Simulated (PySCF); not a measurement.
# Cost of excited-state runs on SMILES [CH2]c1ccc(F)cc1, C₇H₆F, doublet

Molfile (atoms numbered from 1):
```
C7H6F
     RDKit          3D

 14 14  0  0  0  0  0  0  0  0999 V2000
    2.3061   -0.2208   -0.0053 C   0  0  0  0  0  3  0  0  0  0  0  0
    0.9347   -0.0885   -0.0039 C   0  0  0  0  0  0  0  0  0  0  0  0
    0.3114    1.1928   -0.0226 C   0  0  0  0  0  0  0  0  0  0  0  0
   -1.0528    1.3218   -0.0197 C   0  0  0  0  0  0  0  0  0  0  0  0
   -1.8410    0.1758    0.0014 C   0  0  0  0  0  0  0  0  0  0  0  0
   -3.1839    0.3037    0.0037 F   0  0  0  0  0  0  0  0  0  0  0  0
   -1.2833   -1.0985    0.0207 C   0  0  0  0  0  0  0  0  0  0  0  0
    0.0807   -1.2290    0.0165 C   0  0  0  0  0  0  0  0  0  0  0  0
    2.9492    0.6401   -0.0202 H   0  0  0  0  0  0  0  0  0  0  0  0
    2.7711   -1.1895    0.0102 H   0  0  0  0  0  0  0  0  0  0  0  0
    0.9381    2.0713   -0.0379 H   0  0  0  0  0  0  0  0  0  0  0  0
   -1.5286    2.2903   -0.0333 H   0  0  0  0  0  0  0  0  0  0  0  0
   -1.9330   -1.9599    0.0385 H   0  0  0  0  0  0  0  0  0  0  0  0
    0.5307   -2.2099    0.0300 H   0  0  0  0  0  0  0  0  0  0  0  0
  1  2  1  0
  2  3  1  0
  3  4  2  0
  4  5  1  0
  5  6  1  0
  5  7  2  0
  7  8  1  0
  8  2  2  0
  1  9  1  0
  1 10  1  0
  3 11  1  0
  4 12  1  0
  7 13  1  0
  8 14  1  0
M  RAD  1   1   2
M  END
```

PySCF with density fitting, on 1 thread of an Arm Neoverse N1, shared host. Command: `OMP_NUM_THREADS=1 python excited_run.py task.json out`

Task: How long does each of these runs take, and how much memory?
- open-shell absorption, OLYP/def2-SVPD; 6 states; full response; IEF-PCM dimethylsulfoxide
- open-shell absorption, PBE0/def2-SVPD; 10 states; full response; writes grids

Result: 
```tsv
run	level	basis functions	wall time	peak memory (GiB)
open-shell absorption	OLYP/def2-SVPD	211	84 s	0.67
open-shell absorption	PBE0/def2-SVPD	211	2.4 min	0.74
```
Times from a shared host are rough.
